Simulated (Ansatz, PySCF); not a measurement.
This PySCF input computes a CCSD(T)/cc-pVDZ energy:

```python
from pyscf import gto, scf, mp, cc as ccmod

mol = gto.M(
    atom='''
    B    -0.06182972    0.47166815   -0.08870694
    O     1.18918234    0.10324504    0.28516126
    O    -1.03887333   -0.47915777   -0.18887763
    H    -0.26818285    1.62418419   -0.31945882
    H     1.26757567   -0.84434272    0.45177029
    H    -1.89271627   -0.13088037   -0.45904578
    ''',
    basis='cc-pvdz',
    charge=0,
    spin=0,
    verbose=4,
)

mf = scf.RHF(mol)
mf.conv_tol = 1e-10
mf.max_cycle = 100
mf.kernel()
mp2 = mp.MP2(mf, frozen=3).run()
cc = ccmod.CCSD(mf, frozen=3)
cc.max_cycle = 100
cc.kernel()
et = cc.ccsd_t()
print(f'E(CCSD(T)) = {cc.e_tot + et:.9f}')
```

### Question
Write an input for the same energy in Ansatz (a quantum-chemistry and plane-wave program) and say what it gives.

### Answer

Ansatz 0.2 input:
```yaml
crystal:
  periodic: [false, false, false]
  atoms:
    - {symbol: B, position_ang: [-0.06182972, 0.47166815, -0.08870694]}
    - {symbol: O, position_ang: [1.18918234, 0.10324504, 0.28516126]}
    - {symbol: O, position_ang: [-1.03887333, -0.47915777, -0.18887763]}
    - {symbol: H, position_ang: [-0.26818285, 1.62418419, -0.31945882]}
    - {symbol: H, position_ang: [1.26757567, -0.84434272, 0.45177029]}
    - {symbol: H, position_ang: [-1.89271627, -0.13088037, -0.45904578]}
basis:
  gaussian:
    orbitals: cc-pVDZ
magnetization: {spin_polarized: false}
correlation: {method: ccsd_t, electrons: outside_noble_gas}
```
It gives -176.76640 Eh, and PySCF -176.76640 Eh, a difference of 0.00 mEh.
